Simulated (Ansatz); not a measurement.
Geometry optimisation, RHF/def2-SVP in Ansatz 0.2.0.

input.yaml

```yaml
crystal:
  periodic: [false, false, false]
  atoms:
    - { symbol: Al, position_ang: [-0.171776, -0.307881, -0.017955] }
    - { symbol: O, position_ang: [-0.140789, -0.272142, 1.72367] }
    - { symbol: H, position_ang: [-0.890378, -0.470875, 2.260457] }
    - { symbol: O, position_ang: [1.205319, -0.500916, -0.927775] }
    - { symbol: H, position_ang: [2.1257, -0.461696, -0.744175] }
    - { symbol: F, position_ang: [-1.645865, -0.330331, -0.739891] }
    - { symbol: F, position_ang: [0.341134, 2.370318, 0.913896] }
    - { symbol: H, position_ang: [0.335054, 1.880123, 1.682674] }
basis:
  gaussian: { orbitals: def2-SVP }
hamiltonian:
  xc: hf
relax:
  f_tol: 0.03
  max_steps: 50
```

Run as:

```bash
$ ansatz run input.yaml --threads 1 --pin off --max-ram 2048MiB --backend cpu --events-out ev --progress --plain --runs-dir out
```

**Question.** Where does it end, and by what steps?

**Answer.** The run converged. After 12 steps the energy has fallen by 0.358 eV; F7 moved furthest, 0.55 Å. Joined: Al1–F7 (2.88 → 2.01 Å).

```tsv
step	energy less start (eV)	largest force component (eV/Å)	accepted
0	0.0000	1.273	yes
1	-0.1029	0.616	yes
2	-0.2265	0.613	yes
3	-0.3069	0.423	yes
4	-0.3119	0.840	yes
5	-0.3316	0.442	yes
6	-0.2295	2.272	no
7	-0.3399	0.530	yes
8	-0.3543	0.105	yes
9	-0.3557	0.192	yes
10	-0.3574	0.103	yes
11	-0.3579	0.080	yes
12	-0.3584	0.015	yes
```

```xyz
8
Properties=species:S:1:pos:R:3
Al -0.110 0.038 0.062
O -0.160 -0.089 1.783
H -0.567 -0.711 2.359
O 1.224 -0.429 -0.836
H 2.118 -0.621 -0.625
F -1.566 0.084 -0.713
F 0.164 1.947 0.616
H 0.056 1.687 1.505
```

Time of the run: 20 s on 1 thread of Arm Neoverse V1, with other jobs on the host, peak memory 0.15 GiB.
